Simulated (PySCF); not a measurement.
## Al²⁺: ionisation energy

Al²⁺ [Ne] 3s1 (2S) → Al³⁺ [Ne] (1S), as a difference of total energies. Calculation: PySCF 2.14, in aug-cc-pCVTZ-DK with one added diffuse shell each of s, p, d, f type (9s8p6d4f, 91 functions); scalar relativity by spin-free X2C-1e. Correlated levels: nothing frozen. The calculations carry no spin-orbit coupling.

| method | ionisation energy (eV) |
| --- | --- |
| UHF | 28.088 |
| MP2 (all electrons) | 28.354 |
| SCS-MP2 (all electrons) | 28.296 |
| CCSD (all electrons) | 28.356 |
| CCSD(T) (all electrons) | 28.362 |

Task: How much does correlation contribute at CCSD(T) (all electrons)?

Result: 28.362 − (28.088) = 0.274 eV, measured against UHF.

Errors of the correlated levels include the incompleteness of this basis.

For comparison: 28.448 eV (measured; NIST Atomic Spectra Database, ionization energies).
